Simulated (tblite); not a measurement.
C₆H₉NOSi.
Numbering: `[N:1]#[C:2]/[CH:3]=[C:4]1\[CH2:5][SiH2:6][CH2:7][CH2:8][O:9]1` (hydrogens: H10 on C3; H11, H12 on C5; H13, H14 on Si6; H15, H16 on C7; H17, H18 on C8)

Geometry (GFN2-xTB, Å), atoms numbered from 1 in this order:
```
atom  x, y, z in Å
N1     4.067   -0.406   -0.721
C2     3.170    0.224   -0.375
C3     2.088    1.005    0.036
C4     0.887    0.475    0.348
C5     0.589   -0.978    0.242
Si6   -0.900   -1.195   -0.940
C7    -2.003    0.243   -0.330
C8    -1.394    0.838    0.940
O9    -0.083    1.331    0.744
H10    2.252    2.070    0.106
H11    1.481   -1.506   -0.088
H12    0.321   -1.368    1.227
H13   -1.530   -2.494   -0.702
H14   -0.497   -0.997   -2.331
H15   -2.074    1.031   -1.081
H16   -3.019   -0.076   -0.106
H17   -1.406    0.096    1.749
H18   -1.958    1.714    1.272
```

Level: GFN2-xTB in tblite, geometry and Hessian alike; calculated harmonic values, unscaled, isolated species. Errors from tens to a few hundred cm⁻¹ against measured bands are possible. Modes of hydrogen on silicon can be 10 to 20 % off. One conformer, not necessarily the lowest.

Harmonic wavenumbers (cm⁻¹): 62.0, 86.8, 141.9, 146.9, 284.1, 307.2, 345.4, 387.2, 463.1, 494.4, 500.5, 522.6, 544.7, 604.5, 654.9, 687.8, 749.5, 759.2, 782.5, 791.7, 801.3, 863.5, 964.4, 985.6, 1047.3, 1073.1, 1093.4, 1150.4, 1178.7, 1206.6, 1238.3, 1284.7, 1296.3, 1339.7, 1448.5, 1465.2, 1485.9, 1630.7, 2268.5, 2294.9, 2357.6, 2898.3, 2950.7, 2966.9, 2992.5, 3010.1, 3028.5, 3085.1.

A = 2621, B = 934.6, C = 742.2 MHz; mass 139.045 u (most abundant isotopes); point group C1, symmetry number 1.

**Question.** What is the zero-point energy?

**Answer.** Half the sum of the wavenumbers: 29362 cm⁻¹ = 351.25 kJ/mol.

**Question.** What is S at 500 K and 1 bar for an ideal gas of classical rigid rotors and harmonic oscillators?

**Answer.** Translation 181.15, rotation 130.13, vibration 190.38: S = 501.6 J/(mol K).

**Question.** And Cp and H(500 K) − H(0)?

**Answer.** Cp = 237.44 J/(mol K), of which vibrations give 204.19 (their classical limit is 48 R = 399.1); H(500 K) − H(0) = 68.25 kJ/mol without the zero-point energy, 51.62 from vibrations.

**Question.** Blend soft modes into free rotors: weight 1/[1 + (100 cm⁻¹/ν̃)⁴] for the oscillator and the rest for a rotor with moment μB/(μ + B), μ = h/(8π²ν), B = 10⁻⁴⁴ kg m². What vibrational entropy results?

**Answer.** 180.19 J/(mol K) in place of 190.38, which changes −T·S at 500 K by +5.10 kJ/mol.

**Question.** What must be added to the electronic energy to get the Gibbs energy at 500 K and 1 bar?

**Answer.** ZPE + [H(500 K) − H(0)] − T·S = 351.25 + 68.25 − 250.82 = 168.68 kJ/mol.

**Question.** How do the functions run with temperature in this model?

**Answer.** 
```
 T (K)  S (J/(mol K))  Cp (J/(mol K))  H − H(0) (kJ/mol)  G − H(0) (kJ/mol)  ln q(vib)
    50          243.2            49.7               1.96             -10.20       0.30
   100          283.6            68.8               4.93             -23.43       1.18
298.15          399.0           160.9              27.53             -91.45       5.52
373.15          438.7           193.0              40.82            -122.88       7.34
   750          610.2           297.1             135.67            -321.96      16.57
  1000          701.2           335.0             215.01            -486.21      22.27
```

q(vib) and H(0) count from the zero-point level.

**Question.** Which modes carry the vibrational entropy at 500 K?

**Answer.** 62.0 cm⁻¹: 22.66; 86.8 cm⁻¹: 19.87; 141.9 cm⁻¹: 15.82; 146.9 cm⁻¹: 15.54; 284.1 cm⁻¹: 10.22; 307.2 cm⁻¹: 9.61 J/(mol K); the other 42 give 96.67 together.

Hindered rotation and anharmonicity are outside this model. Other conformers, if any are populated, would add a mixing term that is left out. The structure is chiral; the term R ln 2 for an equal mix with its mirror image is left out.
